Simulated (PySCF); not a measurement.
Precursor series Nb F-NH2. Isolated molecules, 0 K electronic values unless said otherwise. One relaxed conformer stands for each flexible species; it need not be the lowest.

All values below come from PBE-D3(BJ)/def2-TZVP // r2SCAN-D4/def2-SVP (PySCF). All candidates: neutral, multiplicity 1. 

```json
{
 "HOMO": "-5.13 eV",
 "LUMO": "-1.72 eV",
 "HOMO–LUMO gap": "3.41 eV"
}
```

Q: Name which member has these values.
(A) [Nb(NH2)5]
(B) [Nb(F)2(NH2)3]
(C) [Nb(F)(NH2)4]
(D) [Nb(F)5]

A: A, [Nb(NH2)5]. The others give [Nb(F)2(NH2)3]: -5.67 eV, -3.07 eV, 2.60 eV; [Nb(F)5]: -10.21 eV, -4.20 eV, 6.01 eV; [Nb(F)(NH2)4]: -5.75 eV, -2.01 eV, 3.74 eV
